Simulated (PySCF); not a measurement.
Al(Me)(OH)(OSiH3), CH₇AlO₂Si, SMILES [CH3][Al]([O][SiH3])[OH] (CAM-B3LYP/def2-SVP optimised geometry):

```
12

Al     0.289     0.838     0.000
C     -0.623     2.541     0.000
H     -1.715     2.444     0.088
H     -0.406     3.091    -0.930
H     -0.265     3.171     0.830
O      1.983     0.838     0.000
H      2.573     0.082    -0.008
O     -0.538    -0.645    -0.003
Si    -1.381    -2.052     0.005
H     -0.529    -3.171     0.501
H     -1.844    -2.391    -1.370
H     -2.573    -1.947     0.893
```

Computed with CAM-B3LYP/def2-TZVP in PySCF.

**Question.** What are the frontier orbital energies and the dipole moment?

**Answer.** HOMO-2 -10.41 eV, HOMO-1 -10.11 eV, HOMO -9.82 eV, LUMO 0.53 eV, LUMO+1 1.21 eV; dipole moment 0.22 D.

On the same geometry PBE/def2-TZVP (PySCF 2.14.0) gives HOMO-2 -7.56 eV, HOMO-1 -7.18 eV, HOMO -6.95 eV, LUMO -1.14 eV, LUMO+1 -0.48 eV; dipole moment 0.18 D.

Meta-Löwdin charges at CAM-B3LYP/def2-TZVP: Al1 1.16, C2 -0.66, H3 0.13, H4 0.13, H5 0.13, O6 -0.78, H7 0.35, O8 -0.86, Si9 0.79, H10 -0.13, H11 -0.13, H12 -0.13.
